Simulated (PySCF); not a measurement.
A calculated (UHF, PySCF 2.14, 6-31G*, no relativity, point nucleus) atom or ion has these occupied shells.

```tsv
shell	electrons	orbital energy (eV)	rms radius, mean of both spins (bohr)
1s α	1	-766.92	0.204
1s β	1	-761.94	0.204
2s α	1	-88.004	1.03
2s β	1	-70.702	1.03
2p α	3	-63.845	0.991
```

Question: Name the element and its charge.

Answer: F²⁺ (fluorine, charge +2), in [He] 2s2 2p3, high-spin 4S determinant.
